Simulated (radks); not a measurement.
The numbers below are computed, except where a source is named.
Problem. Ionisation of Cd+, [Kr] 4d10 5s1, to Cd2+, [Kr] 4d10, under several functionals. Scalar-relativistic Kohn-Sham, spin-polarised, spherical densities, finite nucleus; open shells are filled with parallel spins first (spin-orbit coupling, left out, can overturn this in heavy ions); a radial shooting solver on a logarithmic mesh with Libxc functionals. The NIST Atomic Spectra Database gives 16.908 eV (measured). Rank these functionals by the error of their Delta-SCF ionisation energy: revPBE; AM05; B86b exchange with PBE correlation; RPBE; MS2 meta-GGA; BP86; exchange-only r2SCAN; LDA (Slater exchange, VWN5 correlation); TASK exchange with Perdew-Wang LDA correlation.

Solution. From best to worst: MS2 meta-GGA 17.078 eV (+0.170); TASK exchange with Perdew-Wang LDA correlation 16.699 eV (-0.210); RPBE 17.195 eV (+0.286); revPBE 17.200 eV (+0.291); AM05 17.318 eV (+0.410); B86b exchange with PBE correlation 17.380 eV (+0.471); BP86 17.480 eV (+0.571); exchange-only r2SCAN 16.246 eV (-0.662); LDA (Slater exchange, VWN5 correlation) 17.723 eV (+0.814).
